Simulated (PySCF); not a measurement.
**How ionic is MCd along the alkali metals?**

r²SCAN in PySCF with def2-SVP on every atom (core potentials on Rb, Cd, Cs), for the lowest determinant that a PBE0 search found; no spin–orbit coupling. A negative dipole means M(+)Cd(−).

| M | state (unpaired electrons) | Re (Å) | μ (D) |
| --- | --- | --- | --- |
| Li | doublet (σ ↑) | 3.026 | -1.11 |
| Na | doublet (σ ↑) | 3.371 | -1.17 |
| K | doublet (σ ↑) | 3.900 | -1.45 |
| Rb | doublet (σ ↑) | 4.077 | -1.27 |
| Cs | doublet (σ ↑) | 4.300 | -1.38 |

Question: Give the ionic character |μ|/(e·Re) of each, with 1 e·Å = 4.803 D, and the positive end.

Answer: LiCd 8 % (Li positive), NaCd 7 % (Na positive), KCd 8 % (K positive), RbCd 6 % (Rb positive), CsCd 7 % (Cs positive). Lone pairs and polarisation enter μ too, so this number is only a rough measure of charge transfer.

Spin–orbit coupling is left out. States were picked by a PBE0 search and need not be the measured ground states.
